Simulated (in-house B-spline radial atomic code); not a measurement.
RPA and G0W0 on BHandHLYP: the rubidium ion Rb⁴⁺

Configuration [Ar] 3d10 4s2 4p3, highest spin, mean-field start BHandHLYP. Computed with a B-spline radial code for spherical atoms: all electrons, non-relativistic, point nucleus, each spin shell either full or empty, empty states to l = 9 with an (l + 1/2)⁻⁴ tail; G0W0 by contour deformation at full frequency.

Without relativity these are model numbers: it shifts the levels of so heavy an element strongly and can reorder them.

Command:
```bash
python run_gw.py task.json out
```
Settings (radii: box in bohr, nucleus in fm):
```
Z                        37
electrons                33
configuration            [Ar] 3d10 4s2 4p3
hamiltonian              nr
method                   bhandhlyp
lmax                     9
spin_polarised           True
box_radius               11.96
intervals                51
```

Cost of the run: 3.5 s on 1 thread of Arm Neoverse N1, on a shared host.

Energies (hartree):

```tsv
term	value
mean-field total	-2935.65407
Hartree-Fock functional on these orbitals	-2933.99260
direct second order	-2.6289
second-order exchange	0.77022
SOSEX correction	0.71918
```

(1) What is the RPA correlation energy, and what remains with SOSEX?

Quasi-particle levels (eV):

| level | occupied | mean field | Σx - vxc | Σc | QP weight | G0W0 |
| --- | --- | --- | --- | --- | --- | --- |
| 4p up | yes | -65.57 | -3.31 | ? | ? | ? |
| 4s down | yes | -77.72 | -1.06 | -2.60 | 0.961 | -81.38 |
| 3d down | yes | -169.38 | -10.45 | 4.54 | 0.932 | -175.29 |
| 4p down | no | -54.79 | 5.22 | -2.54 | 0.962 | -52.10 |

G0W0 = mean field + (Σx - vxc) + Σc, with Σc (partial-wave tail included) taken at the quasi-particle energy. Only the outer levels were computed. Levels of low weight are left out.

(2) Where does G0W0 put 4p up?

Answers

(1) RPA gives -2.3394 hartree (-1.93 eV per electron); RPA + SOSEX gives -1.6203, and the second-order doubles -1.8587 hartree (no singles). RPA lacks exchange-type terms and so overcorrelates at short range.

(2) At -69.42 eV, with Σc = -0.53 eV and a quasi-particle weight of 0.962. The tabulated removal energy is 68.44 ± 0.15 eV (NIST, tabulated theory); the calculation leaves out relativity, Breit and QED terms, and what these don't explain is the method's own error.
